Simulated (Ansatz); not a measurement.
C2HBrClF3, SMILES `FC(Cl)C(F)(F)Br`. The species carries charge 0 and has multiplicity 1.

```xyz
8

F     1.431    0.711    0.853
C     0.559    0.538   -0.166
Cl    1.406   -0.059   -1.581
C    -0.518   -0.450    0.309
F    -1.042    0.023    1.443
F     0.001   -1.645    0.562
Br   -1.931   -0.610   -1.007
H     0.094    1.492   -0.413
```

Q: List the harmonic frequencies (cm⁻¹, unscaled) at PBE0-D4/def2-TZVP in Ansatz. (An estimate is asked.)

A: Computed: 71, 139, 224, 291, 303, 334, 395, 434, 594, 807, 857, 979, 1116, 1166, 1258, 1293, 1364, 3133.

Q: Is this a minimum?

A: Yes, all 18 modes are real.

Q: Give the ideal-gas thermochemistry at 298.15 K and 1 bar (rigid rotor, harmonic oscillator; point group C1, symmetry number 1).

A: Zero-point energy 88.3 kJ/mol; H(298) − E = 109.3 kJ/mol; entropy 365.1 J/(mol·K), of which translation 174.8, rotation 123.7, vibration 66.6; G(298) − E = 0.4 kJ/mol. Modes under 100 cm⁻¹ are hindered rotations or soft bends, so the harmonic entropy is rough.

Q: And at 400, 500, 600, 800 and 1000 K?

A: 
| T (K) | H − E (kJ/mol) | S (J/mol/K) | G − E (kJ/mol) |
| --- | --- | --- | --- |
| 400 | 120.8 | 398.2 | -38.5 |
| 500 | 133.6 | 426.7 | -79.8 |
| 600 | 147.4 | 451.9 | -123.7 |
| 800 | 177.3 | 494.7 | -218.5 |
| 1000 | 209.1 | 530.2 | -321.1 |
